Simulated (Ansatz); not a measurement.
Reaction (cleavage of the Si–Ge bond): `[SiH3][SiH2][SiH2][GeH2][SiH2][SiH3]` + HI → `[SiH3][SiH2]I` + `[SiH3][SiH2][SiH2][GeH3]`

Program: Ansatz. Geometries: PBE0-D4/def2-TZVP. ΔE: electronic, gas phase. CBS: MP2 limit from def2 TZ/QZ plus the TZ coupled-cluster correction, frozen cores. Functionals use def2-TZVPP. def2 core potentials past Kr. For Ge, I outer-core shells are correlated without core-valence functions, which leaves a few kJ/mol of doubt a bond. Scalar relativity is left out up to krypton. Each species was taken in one conformer, which may not be the lowest.

Question: Is it downhill or uphill in electronic energy at CCSD(T)/CBS, and by how much? (An estimate is asked.)

Answer: Computed: Downhill: ΔE = -0.57 eV.

Question: What do these levels give: ωB97X-V, PBE-QIDH, PBE, r2SCANh, r2SCAN0, HF/def2-SVP? (Estimate.)

Answer: Computed: ωB97X-V -0.56, PBE-QIDH -0.61, PBE -0.57, r2SCANh -0.60, r2SCAN0 -0.62, HF/def2-SVP -0.78 eV.

Largest T1 diagnostic among the species: 0.013.

At CCSD(T), def2-SVP lies +0.11 eV from the extrapolated value and def2-TZVPP +0.07 eV. From BLYP to BHLYP (50 % exact exchange), in def2-TZVPP and without D4, ΔE moves by −0.05 eV.
